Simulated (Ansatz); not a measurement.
```yaml
atoms:
  - { symbol: C, position_ang: [-0.0402, -0.4599, -0.0764] }
  - { symbol: O, position_ang: [-0.0324, -0.4624, 1.1760] }
  - { symbol: N, position_ang: [0.0386, 0.6740, -0.8970] }
  - { symbol: H, position_ang: [0.0677, -1.3428, -0.6743] }
  - { symbol: H, position_ang: [0.0033, 0.5588, -1.8695] }
  - { symbol: H, position_ang: [-0.0779, 1.6167, -0.3903] }
```

Basis set: cc-pVDZ (spherical functions). Correlated methods keep 3 orbitals frozen. Charge 0, multiplicity 1.

Computed with Ansatz (development build ahead of 0.2.0); each method stands on the lowest determinant of its kind that the runs found. Restricted open shells among the atoms or ions are ROHF, correlated in semicanonical orbitals with singles.

(1) Give the atomization energy at this shape (free ground-state atoms in the same class of orbitals less the molecule, no zero-point energy) of singlet CH3NO by RHF-MP2, RHF.

Answers

(1)

```csv
method,atomization energy
RHF-MP2,520.83 kcal/mol
RHF,361.10 kcal/mol
```

Caution: the shape is not the minimum.
